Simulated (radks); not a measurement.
The numbers below are computed, except where a source is named.
The nickel ion Ni4+, 24 electrons, occupied as [Ar] 3d6. Level of theory: scalar-relativistic Kohn-Sham, BLYP, spin-polarised, spherical densities, finite nucleus; open shells are filled with parallel spins first; Fermi nuclear charge, rms radius 3.7757 fm (a radial shooting solver on a logarithmic mesh with Libxc functionals). Some entries of the table are withheld. Estimate them.

| orbital | occ. | eigenvalue (hartree) | <1/r> (bohr^-1) | <r> (bohr) |
|---|---|---|---|---|
| 1s down | 1 | -304.2222 | 28.09 | 0.05409 |
| 1s up | 1 | -304.2222 | 28.09 | 0.05409 |
| 2s up | 1 | -38.50151 | 6.064 | 0.2451 |
| 2s down | 1 | -38.40498 | 6.075 | 0.2448 |
| 2p up | 3 | -33.45622 | 5.953 | 0.2155 |
| 2p down | 3 | -33.38312 | 5.962 | 0.2151 |
| 3s up | 1 | -6.42699 | 1.954 | 0.7272 |
| 3s down | 1 | -6.23327 | 1.942 | 0.7307 |
| 3p up | 3 | -4.95330 | 1.820 | 0.7553 |
| 3p down | 3 | -4.76395 | 1.806 | 0.7610 |
| 3d up | 5 | -2.58695 | (1) | 0.8333 |
| 3d down | 1 | -2.40501 | (2) | 0.8560 |

Answer. 
(1) 3d up <1/r> (bohr^-1): 1.533
(2) 3d down <1/r> (bohr^-1): 1.505
